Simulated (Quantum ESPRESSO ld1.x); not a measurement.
Task: Mn+, configuration [Ar] 3d5 4s0.5 4p0.5 (fractional occupations, a model configuration). Method: scalar-relativistic Kohn-Sham, LDA (Slater exchange, VWN5 correlation), spin-polarised, spherical densities, point nucleus; open shells are filled with parallel spins first; computed with ld1.x of Quantum ESPRESSO 7.5. Some entries of the table are withheld. Estimate them.

orbital  occ.  eigenvalue (eV)  <r> (bohr)
1s up       1         -6422.54     0.06101
1s down     1         -6422.50     0.06101
2s up       1         -750.962      0.2804
2s down     1         -748.681      0.2799
2p up       3         -638.301      0.2477
2p down     3         -636.526      0.2471
3s up       1         -95.8377      0.8530
3s down     1         -90.7487      0.8562
3p up       3         -64.9033      0.9042
3p down     3         -59.9145      0.9100
3d up       5              (1)       1.163
4s up     0.5         -13.2611       2.719
3d down     0              (2)       1.236
4s down     0         -10.8475       2.907
4p up     0.5          -8.2573         (3)
4p down     0          -6.4916         (4)

Result: 
(1) 3d up eigenvalue (eV): -17.2075
(2) 3d down eigenvalue (eV): -12.5841
(3) 4p up <r> (bohr): 3.358
(4) 4p down <r> (bohr): 3.753
